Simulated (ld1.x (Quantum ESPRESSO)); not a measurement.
Varying the TM potential for chlorine

Base potential:

Cl, norm-conserving Troullier–Martins (Kleinman–Bylander form), made with ld1.x (Quantum ESPRESSO) 7.5 (LDA (PZ), scalar-relativistic). Core [Ne], reference 3s1 3p6. Waves: 3s (bound): rc 1.35 bohr; 3p (bound): rc 1.05 bohr; 3d channel at 0.35 Ry: rc 1.35 bohr. Local part: the d channel. Core correction: none.

Cutoffs, loose and tight: the cutoffs (Ry, on a coarse ladder) from which the occupation-weighted sum of valence levels, in a spherical-Bessel basis at the reference potential, stays within 10 and 1 mRy of its value at 400 Ry. They do not see the model core or the augmentation charge, which bear on the density cutoff. Test errors are all-electron minus pseudo excitation energies from the reference, over the configurations 3s2 3p5; 3s2 3p4; 3s2 3p3; 3s2 3p2; 3s1 3p5; 3s2 3p4.5; 3s2 3p5.3 (two spin-polarised tests are not counted in the largest error). A dash means not determined; rows that change the core or the reference have their own tests.

| change | outcome | cutoff, loose | cutoff, tight | bound ghosts | largest test error (meV) |
| --- | --- | --- | --- | --- | --- |
| base | generated | 100 Ry | 200 Ry | none | +136 |
| wave 3s (bound): rc 1.35 bohr becomes 3s (bound): rc 0.94 bohr | generated | 120 Ry | 260 Ry | none | +216 |
| wave 3s (bound): rc 1.35 bohr becomes 3s (bound): rc 1.10 bohr | generated | 110 Ry | 200 Ry | none | +146 |
| wave 3s (bound): rc 1.35 bohr becomes 3s (bound): rc 1.20 bohr | generated | 100 Ry | 200 Ry | none | +135 |
| wave 3s (bound): rc 1.35 bohr becomes 3s (bound): rc 1.34 bohr | generated | 100 Ry | 200 Ry | none | +136 |
| wave 3s (bound): rc 1.35 bohr becomes 3s (bound): rc 1.68 bohr | generated | 100 Ry | 200 Ry | none | +200 |
| wave 3s (bound): rc 1.35 bohr becomes 3s (bound): rc 1.88 bohr | generated | 100 Ry | 200 Ry | none | +287 |
| wave 3s (bound): rc 1.35 bohr becomes 3s (bound): rc 2.04 bohr | generated | 100 Ry | 200 Ry | none | +356 |

Task: What comes out with this change to the base: wave 3s (bound): rc 1.35 bohr becomes 3s (bound): rc 1.50 bohr?

Result: outcome: generated; cutoff, loose: 100 Ry; cutoff, tight: 200 Ry; bound ghosts: none; largest test error (meV): +159.

Reading the sweep of the s radius (base included, trends over the rows without a ghost): The loose cutoff stays near 100 Ry. The median size of the test errors (rows with all tests solved) is not monotonic: lowest 5.6 meV at 1.5 bohr, highest 12.1 meV at 2.04 bohr.
